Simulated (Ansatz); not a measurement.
Ansatz (a program for electronic structure) input (PBE/def2-SVP):

Ansatz 0.2 input:
```yaml
crystal:
  periodic: [false, false, false]
  atoms:
    - {symbol: C, position_ang: [1.50492706, -0.60466710, -0.07475432]}
    - {symbol: C, position_ang: [1.44770015, 0.91750541, 0.24036628]}
    - {symbol: C, position_ang: [-0.06470589, 0.62140119, 0.42475711]}
    - {symbol: C, position_ang: [0.12960980, -0.71401574, 0.12316742]}
    - {symbol: C, position_ang: [-1.31589384, -0.96191009, -0.30454618]}
    - {symbol: C, position_ang: [-1.48805331, 0.61285143, -0.15318532]}
    - {symbol: H, position_ang: [2.28835060, -1.23843322, -0.46748317]}
    - {symbol: H, position_ang: [1.68142096, 1.54341397, -0.62461506]}
    - {symbol: H, position_ang: [1.99299505, 1.29271556, 1.10854041]}
    - {symbol: H, position_ang: [-1.45236276, -1.34466810, -1.31581685]}
    - {symbol: H, position_ang: [-1.91659155, -1.55342644, 0.38585634]}
    - {symbol: H, position_ang: [-1.58364837, 1.11280011, -1.12019523]}
    - {symbol: H, position_ang: [-2.29166764, 0.96060734, 0.49888356]}
basis:
  gaussian:
    orbitals: def2-SVP
hamiltonian:
  xc: {name: PBE}
magnetization: {spin_polarized: true, initial_magnetization: 1}
output: {forces: true}
```

Output:

```
Functional definition: PBE
integrals: 0.06 GiB planned
1354 factors; their error is unknown
mean field: 0.46 GiB planned
mean field evaluation 1: about -6307.0978 eV, gradient 4.5e1 eV
mean field evaluation 2: about -6292.5745 eV, gradient 7.0e1 eV
mean field evaluation 4: about -6317.9012 eV, gradient 7.9e0 eV
mean field evaluation 8: about -6318.2308 eV, gradient 2.5e-1 eV
mean field evaluation 16: about -6318.1394 eV, gradient 3.9e-3 eV
mean field -6318.13941963 eV, -232.1873410826 hartree, gradient 7.3e-5 eV, S^2 0.767989; 0 other end points of the search recorded, 0 dependent functions left out
the calculation of the forces begins
reference -6318.13945206 eV, -232.1873422745 hartree; 22, 21 occupied and 97, 98 virtual orbitals, 1354 factors
Total energy: -6318.13945206 eV, -232.1873422745 hartree
Atom 0 at     1.504927    -0.604667    -0.074754 Å, force     0.050807     0.425322     0.140751 eV/Å
Atom 1 at     1.447700     0.917505     0.240366 Å, force    -0.465943    -0.567720     0.021704 eV/Å
Atom 2 at    -0.064706     0.621401     0.424757 Å, force    -0.051250     0.589927     0.084059 eV/Å
Atom 3 at     0.129610    -0.714016     0.123167 Å, force    -0.478891    -0.633877     0.018150 eV/Å
Atom 4 at    -1.315894    -0.961910    -0.304546 Å, force     0.369234     0.529565     0.158327 eV/Å
Atom 5 at    -1.488053     0.612851    -0.153185 Å, force     0.548215    -0.482802     0.178455 eV/Å
Atom 6 at     2.288351    -1.238433    -0.467483 Å, force     0.538763    -0.410505    -0.267741 eV/Å
Atom 7 at     1.681421     1.543414    -0.624615 Å, force     0.140103     0.368699    -0.489870 eV/Å
Atom 8 at     1.992995     1.292716     1.108540 Å, force     0.345893     0.252577     0.514714 eV/Å
Atom 9 at    -1.452363    -1.344668    -1.315817 Å, force    -0.082098    -0.240096    -0.588720 eV/Å
Atom 10 at    -1.916592    -1.553426     0.385856 Å, force    -0.355871    -0.353695     0.394002 eV/Å
Atom 11 at    -1.583648     1.112800    -1.120195 Å, force    -0.064446     0.300758    -0.542049 eV/Å
Atom 12 at    -2.291668     0.960607     0.498884 Å, force    -0.494515     0.221849     0.378217 eV/Å
Dipole moment:    -0.084996     0.024703    -0.185459 e Å
```

The geometry given is a B3LYP-D3(BJ)/def2-TZVP minimum.
